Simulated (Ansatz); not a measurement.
A nudged elastic band was laid between two geometries of ClF5W + FH (9 atoms, charge 0, multiplicity 1).

All numbers below come from RKS LDA/def2-SVP in Ansatz.

```json
{
 "movable images": "5",
 "climbing image": "yes",
 "spring": "5.0 eV/Å²",
 "optimiser": "quadratic models (default)",
 "start path": "through a guess of the saddle point",
 "force threshold": "0.05 eV/Å",
 "iteration limit": "60",
 "end points": "relaxed"
}
```

Image 0:

```xyz
9
Properties=species:S:1:pos:R:3
W -0.128 -0.129 -0.062
Cl -0.045 -0.007 2.230
F 1.703 -0.180 -0.172
F -0.202 1.700 -0.198
F -1.971 -0.179 -0.010
F -0.155 -1.970 0.020
F -0.201 -0.230 -1.901
F 1.953 1.998 1.411
H 1.500 1.555 2.107
```

Image 6:

```xyz
9
Properties=species:S:1:pos:R:3
W 0.262 0.259 -0.409
Cl -0.126 -0.062 3.456
F 1.881 0.046 -1.258
F 0.040 1.865 -1.282
F -1.343 0.508 0.448
F 0.519 -1.331 0.472
F -0.585 -0.616 -1.783
F 1.128 1.154 0.972
H 0.679 0.734 2.808
```

Q: What changes between the two ends?

A: Bonds broken: W1–Cl2, F8–H9. Bonds formed: W1–F8, Cl2–H9. ClF5W + FH becomes ClH + F6W.

Q: What energy profile does the band end with?

A: The run converged. The highest image is number 1 of 0 to 6, 0.142 eV above the first end and 0.605 eV above the last; the last end lies 0.464 eV below the first. A vibrational analysis at the climbing image gives one clearly imaginary mode, 94i cm⁻¹: a first-order saddle point. The orbitals stay closed-shell, which can raise the energy where a bond breaks towards radicals; this wasn't checked here.

| image | path coordinate (Å) | energy (eV) | W1–Cl2 (Å) | F8–H9 (Å) | W1–F8 (Å) |
| --- | --- | --- | --- | --- | --- |
| 0 | 0.00 | 0.000 | 2.30 | 0.94 | 3.32 |
| 1 | 0.93 | 0.142 | 2.35 | 0.96 | 2.57 |
| 2 | 1.99 | -0.074 | 2.47 | 1.03 | 2.22 |
| 3 | 3.06 | -0.251 | 2.88 | 1.94 | 1.89 |
| 4 | 4.13 | -0.255 | 3.55 | 1.97 | 1.86 |
| 5 | 5.19 | -0.461 | 4.06 | 1.90 | 1.86 |
| 6 | 6.26 | -0.464 | 3.90 | 1.94 | 1.86 |

Q: What is the geometry of the highest image?

A: 
```xyz
9
Properties=species:S:1:pos:R:3
W 0.028 0.036 0.010
Cl 0.082 -0.225 2.345
F 1.843 -0.197 -0.197
F -0.149 1.786 -0.531
F -1.808 0.097 0.220
F -0.158 -1.804 0.042
F -0.171 -0.295 -1.797
F 1.456 1.791 1.239
H 1.331 1.369 2.091
```

Q: What are the harmonic wavenumbers there?

A: 94i, 36, 66, 163, 207, 219, 230, 256, 286, 307, 332, 359, 375, 409, 644, 669, 696, 720, 736, 748, 3531 cm⁻¹.

The run took 2.9 min on 4 threads of Arm Neoverse V2, with other jobs on the host, peak memory 0.21 GiB.
